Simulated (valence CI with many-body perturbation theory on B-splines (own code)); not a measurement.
**Level structure of Au VIII**

Level of theory: valence CI with perturbative core correlation (CI+MBPT): four valence electrons over a frozen Dirac-Fock core [Xe] 4f14, a basis of 7 s, 7 p, 8 d, 6 f, 4 g, 1 h functions for each j, with the one-electron correlation potential Σ1, the two-electron term Σ2, the three-electron term Σ3, Breit, model QED; selected CI, second order for the rest, scaled by the run's own slope (own B-spline code, finite nucleus).

No measured levels were compared; by estimate terms of the open shell hold to 2 to 4 % of their energy, and close levels can change places; different configurations can be misplaced against each other by 1,000 to 8,000 cm⁻¹. The list stops below the first excitations out of the core.

Levels 46 to 90 of 97, with energies above the lowest level, (5d3/2^4) J=0. "Leading %" is the weight of the configuration and term that name the level; weights of strongly mixed levels are sums over their largest components and can fall short. In the jj column 3d3/2^4 stands for four electrons in 3d with j = 3/2. Lifetimes count E1, E2, E3, M1 and M2 decay at the calculated energies, and are blank where another channel may lead or the interval is too uncertain; long ones can be off by a factor of two.

| No. | Configuration | Term | J | E (cm⁻¹) | Leading % | g | Lifetime | Leading jj |
| --- | --- | --- | --- | --- | --- | --- | --- | --- |
| 46 | 5d3.6s | 3P | 0 | 223250 | 98 |  | 17.8 μs | 5d3/2^2 5d5/2 6s (96 %) |
| 47 | 5d3.6s | 5P | 3 | 225520 | 87 | 1.612 | 18.6 μs | 5d3/2 5d5/2^2 6s (54 %) |
| 48 | 5d3.6s | 3H | 5 | 228640 | 44 | 1.170 | 19.7 μs | 5d3/2 5d5/2^2 6s (57 %) |
| 49 | 5d3.6s | 3G | 4 | 228980 | 41 | 1.100 | 16.9 μs | 5d3/2 5d5/2^2 6s (57 %) |
| 50 | 5d3.6s | 3G | 3 | 230680 | 45 | 0.953 | 15.7 μs | 5d3/2 5d5/2^2 6s (88 %) |
| 51 | 5d3.6s | 5P | 2 | 234610 | 35 | 1.392 | 16.5 μs | 5d3/2 5d5/2^2 6s (82 %) |
| 52 | 5d3.6s | 3F | 4 | 235200 | 53 | 1.059 | 14.6 μs | 5d3/2 5d5/2^2 6s (95 %) |
| 53 | 5d3.6s | 3P | 1 | 236610 | 55 | 1.543 | 16.3 μs | 5d3/2 5d5/2^2 6s (86 %) |
| 54 | 5d3.6s | 3P | 2 | 239210 | 58 | 1.289 | 13.4 μs | 5d3/2 5d5/2^2 6s (49 %) |
| 55 | 5d3.6s | 3H | 6 | 239300 | 99 | 1.166 | 18.6 μs | 5d3/2 5d5/2^2 6s (99 %) |
| 56 | 5d3.6s | 3P | 1 | 241190 | 55 | 1.076 | 15.8 μs | 5d3/2 5d5/2^2 6s (89 %) |
| 57 | 5d3.6s | 3P | 0 | 242820 | 98 |  | 12.6 μs | 5d3/2 5d5/2^2 6s (96 %) |
| 58 | 5d3.6s | 1H | 5 | 243950 | 44 | 1.048 | 15.9 μs | 5d3/2 5d5/2^2 6s (85 %) |
| 59 | 5d3.6s | 3D | 3 | 244160 | 90 | 1.320 | 16.2 μs | 5d3/2 5d5/2^2 6s (70 %) |
| 60 | 5d3.6s | 3F | 3 | 248150 | 80 | 1.123 | 15.2 μs | 5d3/2 5d5/2^2 6s (68 %) |
| 61 | 5d3.6s | 3F | 2 | 248590 | 43 | 0.932 | 14.9 μs | 5d3/2 5d5/2^2 6s (47 %) |
| 62 | 5d3.6s | 3F | 4 | 250150 | 90 | 1.230 | 15.3 μs | 5d3/2 5d5/2^2 6s (90 %) |
| 63 | 5d3.6s | 3F | 2 | 250440 | 33 | 1.055 | 14.1 μs | 5d3/2 5d5/2^2 6s (90 %) |
| 64 | 5d3.6s | 3G | 5 | 251450 | 47 | 1.132 | 15.3 μs | 5d5/2^3 6s (68 %) |
| 65 | 5d3.6s | 1G | 4 | 255870 | 43 | 1.048 | 13.3 μs | 5d5/2^3 6s (90 %) |
| 66 | 5d3.6s | 1F | 3 | 256580 | 80 | 1.028 | 13.8 μs | 5d3/2 5d5/2^2 6s (78 %) |
| 67 | 5d3.6s | 3P | 2 | 257180 | 48 | 1.291 | 14.7 μs | 5d5/2^3 6s (68 %) |
| 68 | 5d3.6s | 1P | 1 | 260580 | 48 | 1.021 | 13.5 μs | 5d5/2^3 6s (65 %) |
| 69 | 5d3.6s | 3D | 1 | 275880 | 92 | 0.550 | 13.1 μs | 5d3/2 5d5/2^2 6s (68 %) |
| 70 | 5d3.6s | 3D | 2 | 277180 | 78 | 1.141 | 13.0 μs | 5d3/2 5d5/2^2 6s (60 %) |
| 71 | 5d3.6s | 3D | 3 | 279690 | 73 | 1.282 | 13.2 μs | 5d5/2^3 6s (75 %) |
| 72 | 5d3.6p | 5G° | 2 | 285410 | 55 | 0.546 | 540 ps | 5d3/2^3 6p1/2 (83 %) |
| 73 | 5d3.6s | 1D | 2 | 285610 | 78 | 1.007 | 11.3 μs | 5d5/2^3 6s (62 %) |
| 74 | 5d3.6p | 3D° | 1 | 290140 | 46 | 0.520 | 81.6 ps | 5d3/2^3 6p1/2 (76 %) |
| 75 | 5d3.6p | 5G° | 3 | 298730 | 68 | 0.953 | 287 ps | 5d3/2^2 5d5/2 6p1/2 (90 %) |
| 76 | 5d3.6p | 3D° | 2 | 300150 | 35 | 1.083 | 114 ps | 5d3/2^2 5d5/2 6p1/2 (90 %) |
| 77 | 5d3.6p | 5G° | 4 | 306470 | 37 | 1.073 | 224 ps | 5d3/2^2 5d5/2 6p1/2 (74 %) |
| 78 | 5d3.6p | 5D° | 1 | 307490 | 35 | 1.294 | 110 ps | 5d3/2^2 5d5/2 6p1/2 (82 %) |
| 79 | 5d3.6p | 5D° | 0 | 309010 | 57 |  | 110 ps | 5d3/2^2 5d5/2 6p1/2 (90 %) |
| 80 | 5d3.6p | 5D° | 2 | 309150 | 30 | 1.209 | 96.9 ps | 5d3/2^2 5d5/2 6p1/2 (84 %) |
| 81 | 5d3.6p | 3G° | 5 | 309870 | 27 | 1.091 | 219 ps | 5d3/2^2 5d5/2 6p1/2 (86 %) |
| 82 | 5d3.6p | 5D° | 3 | 310020 | 26 | 1.242 | 68.6 ps | 5d3/2^2 5d5/2 6p1/2 (65 %) |
| 83 | 5d3.6p | 3F° | 4 | 314760 | 31 | 1.200 | 55.7 ps | 5d3/2^2 5d5/2 6p1/2 (79 %) |
| 84 | 5d3.6p | 5P° | 1 | 315270 | 33 | 1.675 | 56.1 ps | 5d3/2^2 5d5/2 6p1/2 (87 %) |
| 85 | 5d3.6p | 5D° | 0 | 320680 | 55 |  | 52.8 ps | 5d3/2^3 6p3/2 (85 %) |
| 86 | 5d3.6p | 5D° | 1 | 322890 | 39 | 0.878 | 50.2 ps | 5d3/2^3 6p3/2 (70 %) |
| 87 | 5d3.6p | 3H° | 4 | 323050 | 46 | 0.999 | 155 ps | 5d3/2 5d5/2^2 6p1/2 (73 %) |
| 88 | 5d3.6p | 3G° | 3 | 323270 | 41 | 0.990 | 79.0 ps | 5d3/2^3 6p3/2 (40 %) |
| 89 | 5d3.6p | 5P° | 2 | 324260 | 29 | 1.498 | 65.0 ps | 5d3/2 5d5/2^2 6p1/2 (38 %) |
| 90 | 5d3.6p | 3D° | 3 | 324950 | 26 | 1.245 | 71.4 ps | 5d3/2 5d5/2^2 6p1/2 (44 %) |

Where two levels of one J and parity lie close, their mixing, g and order are uncertain.
